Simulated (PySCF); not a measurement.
Electric field gradients and quadrupole coupling constants

C₆H₁₃OP.
Cartesian coordinates in Å at the PBE0-D3(BJ)/def2-SVP level; atoms count from 1:
```
atom  x, y, z in Å
C1    -2.201    0.806   -0.085
C2    -2.035   -0.610   -0.614
C3    -0.579   -1.016   -0.835
P4     0.355   -1.031    0.726
O5    -0.333   -1.693    1.878
C6     2.121   -1.022    0.418
C7     1.511    0.338    0.877
C8     1.598    1.552   -0.009
H9    -1.743    0.914    0.912
H10   -1.734    1.548   -0.754
H11   -3.264    1.070    0.015
H12   -2.576   -0.724   -1.568
H13   -2.488   -1.322    0.094
H14   -0.069   -0.355   -1.554
H15   -0.520   -2.041   -1.236
H16    2.779   -1.534    1.128
H17    2.473   -1.072   -0.620
H18    1.717    0.540    1.937
H19    1.359    1.313   -1.056
H20    0.901    2.337    0.322
H21    2.617    1.973    0.004
```

Field gradients from the PBE0/pcSseg-1 density (PySCF, non-relativistic), principal values in atomic units, ordered |Vxx| ≤ |Vyy| ≤ |Vzz|:

| atom | Vxx | Vyy | Vzz |
| --- | --- | --- | --- |
| O5 | -0.4834 | -0.5594 | 1.0428 |

Task: Find the asymmetry η = (Vxx − Vyy)/Vzz and the couplings χ = eQV/h (234.96 MHz × Q in barn × V in au), with Q(17O) = −0.0256 b.

Result: 
```tsv
atom	environment	nucleus	η	χzz (MHz)	χxx (MHz)	χyy (MHz)
O5	phosphoryl oxygen	17O	0.07	-6.27	2.91	3.36
```

The tensor is traceless: Vxx + Vyy + Vzz = 0.

Task: What is Vzz at O5 in SI units (1 au = 9.71736 × 10²¹ V/m²)?

Result: 1.0428 au = 10.133 × 10²¹ V/m².

Task: And the gradient at the other heavy atoms, for which no coupling is worked out here?

Result: 
```json
{"atom": "C1", "environment": "methyl carbon", "Vzz (au)": "0.047", "η": "0.26"}
{"atom": "C2", "environment": "chain CH2 carbon", "Vzz (au)": "0.107", "η": "0.76"}
{"atom": "C3", "environment": "sp3 carbon bound to phosphorus", "Vzz (au)": "0.078", "η": "0.27"}
{"atom": "P4", "environment": "phosphoryl phosphorus", "Vzz (au)": "0.248", "η": "0.44"}
{"atom": "C6", "environment": "sp3 carbon bound to phosphorus", "Vzz (au)": "0.145", "η": "0.12"}
{"atom": "C7", "environment": "sp3 carbon bound to phosphorus", "Vzz (au)": "0.152", "η": "0.27"}
{"atom": "C8", "environment": "methyl carbon", "Vzz (au)": "0.078", "η": "0.21"}
```

Were the hydrogens deuterons (Q(2H) = 0.00286 b), χzz would run from 188 kHz (H13) to 205 kHz (H16).

One conformer (not necessarily the lowest) at the PBE0-D3(BJ)/def2-SVP geometry, without solvent, vibrations or thermal averaging. With a basis this small, the couplings can be 20 % off.
